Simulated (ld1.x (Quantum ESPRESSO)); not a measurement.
Pseudopotential generation for Si (Z = 14): RRKJ, PBEsol, scalar-relativistic.

Si, norm-conserving RRKJ (Kleinman–Bylander form), made with ld1.x (Quantum ESPRESSO) 7.5 (PBEsol, scalar-relativistic). Core [Ne], reference 3s1.75 3p2.25. Waves: 3p (bound): rc 1.75 bohr; 3d channel at 0.45 Ry: rc 1.35 bohr; 3s (bound): rc 1.55 bohr. Local part: the s channel. Core correction: Bessel-smoothed model core, default radius (core density twice the valence density). rho0 = 0.005.

- Cutoffs needed: 18 Ry and 40 Ry (the cutoffs (Ry, on a coarse ladder) from which the occupation-weighted sum of valence levels, in a spherical-Bessel basis at the reference potential, stays within 10 and 1 mRy of its value at 400 Ry)
- Ghost test: no extra level below or beside the all-electron valence levels (p, d, s, f tested) (spherical-Bessel basis up to 400 Ry, 20 bohr box)
- Largest excitation error: +18 meV (all-electron minus pseudo) for 3s2 3p0, out of 7 test configurations
